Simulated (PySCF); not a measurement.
NICS in isomers of C7H11OPS.

NICS is the negative of the GIAO shielding at a point without a nucleus: at the ring centre (0) and 1 Å above and below it (1); zz is the component along the ring normal. Level: GIAO PBE0/pcSseg-1 (PySCF, non-relativistic, gas phase) on the GFN2-xTB geometries, one conformer each. Atom numbers follow the mapped SMILES.

Question: Order these rings by mean NICS(1)zz, lowest (most negative) first (ppm).
A. ring C6–C7–C8–C9–S10 in `[CH3:1][CH:2]([CH3:3])[P@@H:4](=[O:5])[c:6]1[cH:7][cH:8][cH:9][s:10]1`
B. ring P4–C6–C7–C9–C10 in `[CH3:1][C:2](=[O:3])[P@:4]1(=[S:5])[CH:6]=[C:7]([CH3:8])[CH2:9][CH2:10]1`
C. ring P4–C6–C7–S8–C9–C10 in `[CH3:1][C:2]#[C:3][P:4]1(=[O:5])[CH2:6][CH2:7][S:8][CH2:9][CH2:10]1`
D. ring C3–S4–C5–P6–C7 in `[CH3:1][O:2][c:3]1[s:4][cH:5][p:6][c:7]1[CH:8]([CH3:9])[CH3:10]`

Answer: A (-27.4), D (-21.9), B (-1.9), C (5.2).

| SMILES | ring | NICS(0) | NICS(1) | NICS(1)zz | HOMA | rms pucker (Å) | ring atoms with four or more neighbours |
| --- | --- | --- | --- | --- | --- | --- | --- |
| CC(C)[P@@H](=O)c1cccs1 | 5-membered ring with S; formal bonds all aromatic | -12.3 | -11.5 | -27.4 | 0.82 | 0.00 | 0 |
| COc1scpc1C(C)C | 5-membered ring with P and S; formal bonds all aromatic | -11.3 | -10.4 | -21.9 | 0.73 | 0.00 | 0 |
| CC(=O)[P@]1(=S)C=C(C)CC1 | 5-membered ring with P; formal bonds 1 double, 4 single | -3.2 | -3.6 | -1.9 | – | 0.10 | 3 |
| CC#CP1(=O)CCSCC1 | 6-membered ring with P and S; formal bonds all single | -2.2 | -1.9 | 5.2 | – | 0.32 | 5 |

NICS(0) gives the same order. The isotropic NICS(1) gives the same order. HOMA uses Krygowski's 1993 parameters; it is left out where a ring has a four-coordinate atom, a triple bond, no multiple bond or a kind of bond without parameters. NICS(1) and NICS(1)zz are means over the two faces.
